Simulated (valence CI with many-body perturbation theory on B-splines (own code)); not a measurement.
## Energy levels of Br²¹⁺

Computed by relativistic CI+MBPT: four valence electrons over a frozen Dirac-Fock core [Ne], a basis of 9 s, 9 p, 8 d, 6 f, 3 g, 1 h functions for each j, with the one-electron correlation potential Σ1 (screened to all orders), the two-electron term Σ2, the three-electron term Σ3, Breit, model QED; selected single and double excitations, second order for the rest, scaled by the run's own slope (own B-spline code, finite nucleus).

No measured spectrum was set against this ion. As an estimate, levels of excited configurations hold to 0.05 to 0.15 % of their energy, terms of the ground configuration to about 0.5 %.

Levels 1 to 39 of 39, with energies above the lowest level, 3s2 3p2 3P_0. "Leading %" is the weight of the configuration and term that name the level; weights of strongly mixed levels are sums over their largest components and can fall short, so below about 35 % the name and the second component can differ from the true leading terms, or belong to a minority configuration. Lifetimes count E1, E2, E3, M1 and M2 decay at the calculated energies, and are blank where another channel may lead or the interval is too uncertain; long ones can be off by a factor of two.

| No. | Configuration | Term | J | E (cm⁻¹) | Leading % | Second component | Lifetime |
| --- | --- | --- | --- | --- | --- | --- | --- |
| 1 | 3s2 3p2 | 3P | 0 | 0 | 85 | 13 % 3s2 3p2 1S |  |
| 2 | 3s2 3p2 | 3P | 1 | 58032 | 98 |  | 327 μs |
| 3 | 3s2 3p2 | 3P | 2 | 82523 | 61 | 37 % 3s2 3p2 1D | 7.89 ms |
| 4 | 3s2 3p2 | 1D | 2 | 162840 | 61 | 37 % 3s2 3p2 3P | 92.5 μs |
| 5 | 3s2 3p2 | 1S | 0 | 229850 | 84 | 13 % 3s2 3p2 3P | 27.5 μs |
| 6 | 3s 3p3 | 5S° | 2 | 435770 | 89 | 8 % 3s 3p3 3P° | 2.73 ns |
| 7 | 3s 3p3 | 3D° | 1 | 539540 | 70 | 13 % 3s 3p3 3P° | 141 ps |
| 8 | 3s 3p3 | 3D° | 2 | 545940 | 68 | 14 % 3s 3p3 3P° | 236 ps |
| 9 | 3s 3p3 | 3D° | 3 | 568810 | 88 | 10 % 3s2 3p 3d 3D° | 305 ps |
| 10 | 3s 3p3 | 3P° | 0 | 628470 | 90 | 9 % 3s2 3p 3d 3P° | 87.4 ps |
| 11 | 3s 3p3 | 3P° | 2 | 635990 | 33 | 24 % 3s 3p3 1D° | 98.9 ps |
| 12 | 3s 3p3 | 3P° | 1 | 636010 | 72 | 13 % 3s 3p3 3D° | 73.9 ps |
| 13 | 3s 3p3 | 3P° | 2 | 694130 | 31 | 29 % 3s2 3p 3d 1D° | 139 ps |
| 14 | 3s 3p3 | 3S° | 1 | 740900 | 59 | 31 % 3s 3p3 1P° | 8.92 ps |
| 15 | 3s2 3p 3d | 3F° | 2 | 743370 | 84 | 10 % 3s 3p3 1D° | 122 ps |
| 16 | 3s2 3p 3d | 3F° | 3 | 769280 | 92 |  | 211 ps |
| 17 | 3s2 3p 3d | 3F° | 4 | 822270 | 98 |  |  |
| 18 | 3s 3p3 | 1P° | 1 | 823640 | 41 | 26 % 3s 3p3 3S° | 10.8 ps |
| 19 | 3s2 3p 3d | 3P° | 2 | 828500 | 48 | 18 % 3s2 3p 3d 3D° | 11.0 ps |
| 20 | 3s2 3p 3d | 3D° | 1 | 841410 | 55 | 17 % 3s2 3p 3d 3P° | 7.90 ps |
| 21 | 3s2 3p 3d | 3D° | 2 | 885930 | 36 | 31 % 3s2 3p 3d 1D° | 7.87 ps |
| 22 | 3s2 3p 3d | 3P° | 0 | 892590 | 89 | 9 % 3s 3p3 3P° | 10.9 ps |
| 23 | 3s2 3p 3d | 3D° | 3 | 897810 | 78 | 9 % 3s 3p3 3D° | 8.74 ps |
| 24 | 3s2 3p 3d | 3P° | 1 | 901700 | 59 | 24 % 3s2 3p 3d 3D° | 9.79 ps |
| 25 | 3s2 3p 3d | 3P° | 2 | 912490 | 38 | 30 % 3s2 3p 3d 3D° | 10.1 ps |
| 26 | 3s2 3p 3d | 1F° | 3 | 971180 | 89 | 7 % 3s2 3p 3d 3D° | 8.52 ps |
| 27 | 3s2 3p 3d | 1P° | 1 | 999870 | 78 | 10 % 3s 3p3 1P° | 9.96 ps |
| 28 | 3p4 | 3P | 2 | 1071500 | 46 | 27 % 3s 3p2 3d 3P | 58.5 ps |
| 29 | 3s 3p2 3d | 5F | 1 | 1100000 | 86 | 5 % 3s 3p2 3d 5D | 958 ps |
| 30 | 3s 3p2 3d | 5F | 2 | 1111500 | 81 | 11 % 3s 3p2 3d 5D | 446 ps |
| 31 | 3p4 | 3P | 0 | 1128000 | 43 | 28 % 3s 3p2 3d 3P | 47.8 ps |
| 32 | 3s 3p2 3d | 5F | 3 | 1128900 | 76 | 18 % 3s 3p2 3d 5D | 534 ps |
| 33 | 3p4 | 3P | 1 | 1133800 | 45 | 38 % 3s 3p2 3d 3P | 68.1 ps |
| 34 | 3p4 | 1D | 2 | 1152900 | 43 | 20 % 3s 3p2 3d 1D | 89.5 ps |
| 35 | 3s 3p2 3d | 5F | 4 | 1157300 | 85 | 13 % 3s 3p2 3d 5D | 7.91 ns |
| 36 | 3s 3p2 3d | 5D | 0 | 1164900 | 89 | 5 % 3p4 3P | 169 ps |
| 37 | 3s 3p2 3d | 5D | 1 | 1169200 | 81 | 9 % 3p4 3P | 126 ps |
| 38 | 3s 3p2 3d | 5D | 2 | 1169700 | 61 | 9 % 3s 3p2 3d 5F | 116 ps |
| 39 | 3s 3p2 3d | 5D | 3 | 1171100 | 50 | 18 % 3s 3p2 3d 5F | 145 ps |

Names give the largest LS component (configuration and term), which can be under half, so a name can repeat, a term be missing and a line seem to break the LS rules; names also repeat where a configuration has a term twice.

The ionisation energy to 3s2 3p 2P°_1/2 of the next ion comes out as 919.77 eV (NIST: 920.8 ± 2.2 eV (semi-empirical)). All 39 levels together are meant to be complete up to 1173100 cm⁻¹.
